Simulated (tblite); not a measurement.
Compound: C5H11BOSi.
Atom-mapped SMILES: `[CH3:1][C:2]#[C:3][BH:4][SiH2:5][CH2:6][O:7][CH3:8]` (hydrogens: H9, H10, H11 on C1; H12 on B4; H13, H14 on Si5; H15, H16 on C6; H17, H18, H19 on C8)

Computed with GFN2-xTB (tblite), gas phase: L-BFGS steps from a force-field or distance-geometry start until the largest atomic force falls under 0.01 eV/Å.

At the end of the run (lengths in Å): C3–B4 1.488, Si5–C6 1.921, C1–C2 1.443, C6–H16 1.100, C2≡C3 1.212, C8–H18 1.089, B4–Si5 1.965, C6–O7–C8 113.4°, Si5–C6–O7 105.9°, C2–C3–B4 179.1°, C3–B4–Si5 121.1°, C3–B4–Si5–C6 114°, B4–Si5–C6–O7 50°, Si5–C6–O7–C8 175°, H13–Si5–C6–O7 -75°, H15–C6–Si5–B4 169°.

Question: These geometries were met on the way; a selection of coordinates is given. Order them by energy above the end point, lowest first.
A. C3–B4 1.489, Si5–C6 1.915, C1–C2 1.448, C6–H16 1.099, C2≡C3 1.208, C8–H18 1.087, B4–Si5 1.944, C6–O7–C8 111.6°, Si5–C6–O7 109.2°, C2–C3–B4 179.7°, C3–B4–Si5 119.5°, C3–B4–Si5–C6 119°, B4–Si5–C6–O7 62°, Si5–C6–O7–C8 -179°, H13–Si5–C6–O7 -61°, H15–C6–Si5–B4 -178°
B. C3–B4 1.544, Si5–C6 1.865, C1–C2 1.477, C6–H16 1.126, C2≡C3 1.189, C8–H18 1.111, B4–Si5 1.953, C6–O7–C8 108.7°, Si5–C6–O7 109.0°, C2–C3–B4 178.9°, C3–B4–Si5 119.0°, C3–B4–Si5–C6 119°, B4–Si5–C6–O7 61°, Si5–C6–O7–C8 -179°, H13–Si5–C6–O7 -59°, H15–C6–Si5–B4 -178°
C. C3–B4 1.490, Si5–C6 1.923, C1–C2 1.445, C6–H16 1.100, C2≡C3 1.212, C8–H18 1.088, B4–Si5 1.968, C6–O7–C8 112.0°, Si5–C6–O7 108.5°, C2–C3–B4 176.7°, C3–B4–Si5 120.2°, C3–B4–Si5–C6 118°, B4–Si5–C6–O7 61°, Si5–C6–O7–C8 -179°, H13–Si5–C6–O7 -64°, H15–C6–Si5–B4 -177°
D. C3–B4 1.482, Si5–C6 1.926, C1–C2 1.437, C6–H16 1.102, C2≡C3 1.214, C8–H18 1.092, B4–Si5 1.953, C6–O7–C8 112.1°, Si5–C6–O7 109.0°, C2–C3–B4 178.1°, C3–B4–Si5 119.8°, C3–B4–Si5–C6 119°, B4–Si5–C6–O7 61°, Si5–C6–O7–C8 -179°, H13–Si5–C6–O7 -63°, H15–C6–Si5–B4 -177°
E. C3–B4 1.497, Si5–C6 1.899, C1–C2 1.457, C6–H16 1.102, C2≡C3 1.226, C8–H18 1.085, B4–Si5 1.946, C6–O7–C8 110.3°, Si5–C6–O7 108.8°, C2–C3–B4 179.2°, C3–B4–Si5 119.5°, C3–B4–Si5–C6 119°, B4–Si5–C6–O7 61°, Si5–C6–O7–C8 -179°, H13–Si5–C6–O7 -60°, H15–C6–Si5–B4 -178°

Answer: C (0.019 eV), D (0.034 eV), A (0.068 eV), E (0.127 eV), B (0.303 eV).

```
step  E above end (eV)  rms distance from the end, all atoms (Å)  largest force (eV/Å)  rms shift of all bonds from the end (Å)
  10             0.019                                     0.194                 0.118                                    0.001
   7             0.034                                     0.197                 0.301                                    0.005
   4             0.068                                     0.201                 0.641                                    0.006
   2             0.127                                     0.204                 1.059                                    0.010
   0             0.303                                     0.207                 3.674                                    0.025
```

Rows stand in the order of the answer.
